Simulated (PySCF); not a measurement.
Two species compared at the same levels of theory.

First species: o-anisidine, C7H9NO.
Bonds: C1–O2, O2–C3, C3–C4 (aromatic), C4–C5 (aromatic), C5–C6 (aromatic), C6–C7 (aromatic), C7–C8 (aromatic), C8–N9, C3–C8 (aromatic). Hydrogens: H10, H11, H12 on C1; H13 on C4; H14 on C5; H15 on C6; H16 on C7; H17, H18 on N9.

Second species: C6H10O.
Bonds: C1–C2 (double), C2–C3, C3–C4, C4–O5, O5–C6, C4–C7, C2–C7. Hydrogens: H8, H9 on C1; H10, H11 on C3; H12 on C4; H13, H14, H15 on C6; H16, H17 on C7.

Levels: PBE0/def2-SVPD for dipole moment, HOMO energy, LUMO energy, HOMO–LUMO gap, static isotropic polarisability and electronic spatial extent ⟨r²⟩ about the centre of nuclear charge; TDDFT PBE0/def2-SVPD for lowest singlet excitation; TDA PBE0/def2-SVPD for lowest triplet excitation (Tamm–Dancoff); GFN2-xTB for rotational constant A and rotational constant C. Geometries: GFN2-xTB. Each structure is a single optimised conformer of the isolated species, non-relativistic unless stated. Electronic properties by PySCF.

Dipoles, sizes and rotational constants follow the conformer. The torsions of the flexible species, by atom-mapped SMILES:
- `[CH3:1][O:2][c:3]1[cH:4][cH:5][cH:6][cH:7][c:8]1[NH2:9]`: C1–O2–C3–C4 0°, H–N9–C8–C7 163°, H–N9–C8–C7 26°
- `[CH2:1]=[C:2]1[CH2:3][CH:4]([O:5][CH3:6])[CH2:7]1`: C3–C4–O5–C6 -179°

Values for the first species:

| Quantity | Value |
| --- | --- |
| Dipole moment | 1.46 D |
| HOMO energy | -5.63 eV |
| LUMO energy | 0.17 eV |
| HOMO–LUMO gap | 5.80 eV |
| Lowest singlet excitation | 4.83 eV |
| Lowest triplet excitation (Tamm–Dancoff) | 3.77 eV |
| Static isotropic polarisability | 96.0 au |
| Electronic spatial extent ⟨r²⟩ about the centre of nuclear charge | 1185 bohr² |
| Rotational constant A | 2.605 GHz |
| Rotational constant C | 0.983 GHz |

Estimate the same properties for the second species, and the change in each.

```csv
property,first,second,second less first
dipole moment,1.46 D,1.25 D,-0.21 D
HOMO energy,-5.63 eV,-7.14 eV,-1.51 eV
LUMO energy,0.17 eV,0.15 eV,-0.02 eV
HOMO–LUMO gap,5.80 eV,7.29 eV,+1.49 eV
lowest singlet excitation,4.83 eV,6.39 eV,+1.56 eV
lowest triplet excitation (Tamm–Dancoff),3.77 eV,4.24 eV,+0.47 eV
static isotropic polarisability,96.0 au,76.1 au,-19.9 au
electronic spatial extent ⟨r²⟩ about the centre of nuclear charge,1185 bohr²,913 bohr²,-272 bohr²
rotational constant A,2.605 GHz,8.139 GHz,+5.534 GHz
rotational constant C,0.983 GHz,1.363 GHz,+0.380 GHz
```

On the first: In wavenumbers S1 is 38900 cm⁻¹ (1 eV = 8065.54 cm⁻¹). The polarisability is 14.22 Å³ as a volume (1 au = 0.148185 Å³), or 1.45 au for each of the 66 electrons.

On the second: The 6 singlets span 6.39 to 7.40 eV, and their oscillator strengths add up to 0.34. The polarisability is 11.28 Å³ as a volume (1 au = 0.148185 Å³), or 1.41 au for each of the 54 electrons.
